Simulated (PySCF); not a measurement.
vinylene carbonate (C$_{3}$H$_{2}$O$_{3}$), singlet, geometry from GFN2-xTB; R2SCAN/STO-3G in PySCF.

Here is a job for PySCF.
```python
from pyscf import gto, scf, dft

mol = gto.Mole()
mol.atom = '''
    O     1.922060   -0.012124    0.370566
    C     0.757860   -0.004780    0.146112
    O     0.042524    1.059866   -0.295200
    C    -1.253009    0.650512   -0.425482
    C    -1.329194   -0.634223   -0.072356
    O    -0.083161   -1.059609    0.287365
    H    -1.972576    1.363476   -0.766955
    H    -2.132750   -1.337580   -0.024536
'''
mol.basis = 'sto-3g'
mol.charge = 0
mol.spin = 0
mol.verbose = 4
mol.symmetry = True
mol.symmetry_subgroup = 'Cs'
mol.build()

mf = dft.RKS(mol)
mf.xc = 'r2scan'
mf.kernel()
mf.analyze()
```

It wrote (shortened):

```
PySCF version 2.14.0

[INPUT] verbose = 4
[INPUT] num. atoms = 8
[INPUT] num. electrons = 44
[INPUT] charge = 0
[INPUT] spin (= nelec alpha-beta = 2S) = 0
[INPUT] symmetry True subgroup Cs
[INPUT] Mole.unit = angstrom
[INPUT] Symbol           X                Y                Z      unit          X                Y                Z       unit  Magmom
[INPUT]  1 O      1.922060000000  -0.012124000000   0.370566000000 AA    3.632166994982  -0.022911039534   0.700268251076 Bohr   0.0
[INPUT]  2 C      0.757860000000  -0.004780000000   0.146112000000 AA    1.432147840763  -0.009032890875   0.276111663512 Bohr   0.0
[INPUT]  3 O      0.042524000000   1.059866000000  -0.295200000000 AA    0.080358713721   2.002856468738  -0.557847151972 Bohr   0.0
[INPUT]  4 C     -1.253009000000   0.650512000000  -0.425482000000 AA   -2.367843841615   1.229289520743  -0.804044450932 Bohr   0.0
[INPUT]  5 C     -1.329194000000  -0.634223000000  -0.072356000000 AA   -2.511812626415  -1.198507771900  -0.136733023469 Bohr   0.0
[INPUT]  6 O     -0.083161000000  -1.059609000000   0.287365000000 AA   -0.157151514245  -2.002370809124   0.543041147786 Bohr   0.0
[INPUT]  7 H     -1.972576000000   1.363476000000  -0.766955000000 AA   -3.727628399890   2.576596217417  -1.449334899866 Bohr   0.0
[INPUT]  8 H     -2.132750000000  -1.337580000000  -0.024536000000 AA   -4.030313392166  -2.527659869696  -0.046366320192 Bohr   0.0

nuclear repulsion = 231.082148148008
point group symmetry = C2v, use subgroup Cs
symmetry origin: [8.07434927e-17 6.01276494e-07 4.29483210e-08]
symmetry axis x: [ 0.98189856 -0.00619392  0.18930624]
symmetry axis y: [-0.05708669 -0.96266676  0.26460123]
symmetry axis z: [-0.1805999   0.27061844  0.9455947 ]
num. orbitals of irrep A' = 26
num. orbitals of irrep A" = 6
number of shells = 20
number of NR pGTOs = 96
number of NR cGTOs = 32
basis = sto-3g
ecp = {}

******** <class 'pyscf.dft.rks_symm.SymAdaptedRKS'> ********
method = SymAdaptedRKS
initial guess = minao
damping factor = 0
level_shift factor = 0
DIIS = <class 'pyscf.scf.diis.CDIIS'>
diis_start_cycle = 1
diis_space = 8
diis_damp = 0
SCF conv_tol = 1e-09
SCF conv_tol_grad = None
SCF max_cycles = 50
direct_scf = True
direct_scf_tol = 1e-13
XC library pyscf.dft.libxc version 7.1.2
    S. Lehtola, C. Steigemann, M. J. T. Oliveira, and M. A. L. Marques,  SoftwareX 7, 1–5 (2018)
XC functionals = r2scan
    J. W. Furness, A. D. Kaplan, J. Ning, J. P. Perdew, and J. Sun,  J. Phys. Chem. Lett. 11, 8208–8215 (2020)
    J. W. Furness, A. D. Kaplan, J. Ning, J. P. Perdew, and J. Sun,  J. Phys. Chem. Lett. 11, 9248–9248 (2020)
    J. W. Furness, A. D. Kaplan, J. Ning, J. P. Perdew, and J. Sun,  J. Phys. Chem. Lett. 11, 8208–8215 (2020)
    J. W. Furness, A. D. Kaplan, J. Ning, J. P. Perdew, and J. Sun,  J. Phys. Chem. Lett. 11, 9248–9248 (2020)
radial grids:
    Treutler-Ahlrichs [JCP 102, 346 (1995); DOI:10.1063/1.469408] (M4) radial grids

becke partition: Becke, JCP 88, 2547 (1988); DOI:10.1063/1.454033
pruning grids: <function nwchem_prune>
grids dens level: 3
symmetrized grids: True
atomic radii adjust function: <function treutler_atomic_radii_adjust>
small_rho_cutoff = 0
Freeze 0 electrons in irreps []
    44 free electrons in irreps A' A"
Set gradient conv threshold to 3.16228e-05
Initial guess from minao.
tot grids = 104216
init E= -337.992601650723
HOMO (A") = -0.235306749568369  LUMO (A") = 0.018273915033349  gap/eV = 6.90028
cycle= 1 E= -336.276978291536  delta_E= 1.72  |g|= 0.846  |ddm|= 4.37
HOMO (A') = -0.00782274536823768  LUMO (A") = 0.0222340418900173  gap/eV = 0.81789
cycle= 2 E= -335.342231621829  delta_E= 0.935  |g|= 2.08  |ddm|= 3.38
HOMO (A") = -0.112307070681999  LUMO (A") = 0.100822866307815  gap/eV = 5.79956
cycle= 3 E= -336.417181377511  delta_E= -1.07  |g|= 0.534  |ddm|= 2.76
HOMO (A") = -0.120015921741151  LUMO (A") = 0.0822456447261274  gap/eV = 5.50382
cycle= 4 E= -336.49926626772  delta_E= -0.0821  |g|= 0.131  |ddm|= 0.848
HOMO (A") = -0.124547889317276  LUMO (A") = 0.0759185369659723  gap/eV = 5.45497
cycle= 5 E= -336.50407129517  delta_E= -0.00481  |g|= 0.0257  |ddm|= 0.15
HOMO (A") = -0.12489645334336  LUMO (A") = 0.0800850289715515  gap/eV = 5.57783
cycle= 6 E= -336.504327312543  delta_E= -0.000256  |g|= 0.00419  |ddm|= 0.044
HOMO (A") = -0.124789403122653  LUMO (A") = 0.080047571373641  gap/eV = 5.57390
cycle= 7 E= -336.504332132864  delta_E= -4.82e-06  |g|= 0.000501  |ddm|= 0.00497
HOMO (A") = -0.124881812859779  LUMO (A") = 0.0800163394004122  gap/eV = 5.57556
cycle= 8 E= -336.504332232731  delta_E= -9.99e-08  |g|= 5.9e-05  |ddm|= 0.000868
HOMO (A") = -0.124879221751179  LUMO (A") = 0.0800191827260175  gap/eV = 5.57557
cycle= 9 E= -336.504332233714  delta_E= -9.84e-10  |g|= 1.11e-05  |ddm|= 6.24e-05
HOMO (A") = -0.124879843177742  LUMO (A") = 0.0800205596289342  gap/eV = 5.57562
Extra cycle  E= -336.504332233466  delta_E= 2.48e-10  |g|= 3.09e-05  |ddm|= 5.41e-05
converged SCF energy = -336.504332233466
**** SCF Summaries ****
Total Energy =                        -336.504332233466300
Nuclear Repulsion Energy =             231.082148148007548
One-electron Energy =                 -919.152561518977791
Two-electron Energy =                  351.566081137504000
Two-electron Coulomb Energy =          394.335155535279796
DFT Exchange-Correlation Energy =      -42.769074397775817
HOMO-LUMO gap [eV] =                     5.575623956425962
Wave-function symmetry = A'
occupancy for each irrep:     A'   A"
                              18    4
**** MO energy ****
MO #1 (A' #1), energy= -18.8249273004875 occ= 2
MO #2 (A' #2), energy= -18.8248014667372 occ= 2
MO #3 (A' #3), energy= -18.6980158325469 occ= 2
MO #4 (A' #4), energy= -10.0251514133145 occ= 2
MO #5 (A' #5), energy= -9.92575080343125 occ= 2
MO #6 (A' #6), energy= -9.92540485173585 occ= 2
MO #7 (A' #7), energy= -1.11321772506803 occ= 2
MO #8 (A' #8), energy= -0.992317598868252 occ= 2
MO #9 (A' #9), energy= -0.967762182498354 occ= 2
MO #10 (A' #10), energy= -0.704951060737405 occ= 2
MO #11 (A' #11), energy= -0.586561848107252 occ= 2
MO #12 (A' #12), energy= -0.539275023226903 occ= 2
MO #13 (A' #13), energy= -0.464776514863088 occ= 2
MO #14 (A' #14), energy= -0.421962301002118 occ= 2
MO #15 (A" #1), energy= -0.418306027044674 occ= 2
MO #16 (A' #15), energy= -0.306899672358656 occ= 2
MO #17 (A' #16), energy= -0.293878303303163 occ= 2
MO #18 (A" #2), energy= -0.267509473525905 occ= 2
MO #19 (A" #3), energy= -0.261400919030042 occ= 2
MO #20 (A' #17), energy= -0.252302961081802 occ= 2
MO #21 (A' #18), energy= -0.151507822287647 occ= 2
MO #22 (A" #4), energy= -0.124879843177742 occ= 2
MO #23 (A" #5), energy= 0.0800205596289342 occ= 0
MO #24 (A" #6), energy= 0.108879143936532 occ= 0
MO #25 (A' #19), energy= 0.24318328094607 occ= 0
MO #26 (A' #20), energy= 0.29255494331119 occ= 0
MO #27 (A' #21), energy= 0.30083377446617 occ= 0
MO #28 (A' #22), energy= 0.400986393722977 occ= 0
MO #29 (A' #23), energy= 0.419567881501845 occ= 0
MO #30 (A' #24), energy= 0.526474209807152 occ= 0
 ** Mulliken pop on meta-lowdin orthogonal AOs  **
 ** Mulliken pop  **
pop of  0 O 1s            1.99986
pop of  0 O 2s            1.75376
pop of  0 O 2px           1.32956
pop of  0 O 2py           1.70782
pop of  0 O 2pz           1.38009
pop of  1 C 1s            1.99982
pop of  1 C 2s            1.00793
pop of  1 C 2px           0.88771
pop of  1 C 2py           0.86668
pop of  1 C 2pz           1.05293
pop of  2 O 1s            1.99985
pop of  2 O 2s            1.69401
pop of  2 O 2px           1.20938
pop of  2 O 2py           1.53249
pop of  2 O 2pz           1.61834
pop of  3 C 1s            1.99969
pop of  3 C 2s            1.04283
pop of  3 C 2px           0.85437
pop of  3 C 2py           1.01538
pop of  3 C 2pz           1.12014
pop of  4 C 1s            1.99969
pop of  4 C 2s            1.04283
pop of  4 C 2px           0.87297
pop of  4 C 2py           1.01339
pop of  4 C 2pz           1.10351
pop of  5 O 1s            1.99985
pop of  5 O 2s            1.69401
pop of  5 O 2px           1.18684
pop of  5 O 2py           1.53489
pop of  5 O 2pz           1.63848
pop of  6 H 1s            0.92044
pop of  7 H 1s            0.92044
 ** Mulliken atomic charges  **
charge of    0O =     -0.17110
charge of    1C =      0.18493
charge of    2O =     -0.05407
charge of    3C =     -0.03241
charge of    4C =     -0.03240
charge of    5O =     -0.05407
charge of    6H =      0.07956
charge of    7H =      0.07956
Dipole moment(X, Y, Z, Debye): -3.00350,  0.01890, -0.57905
```
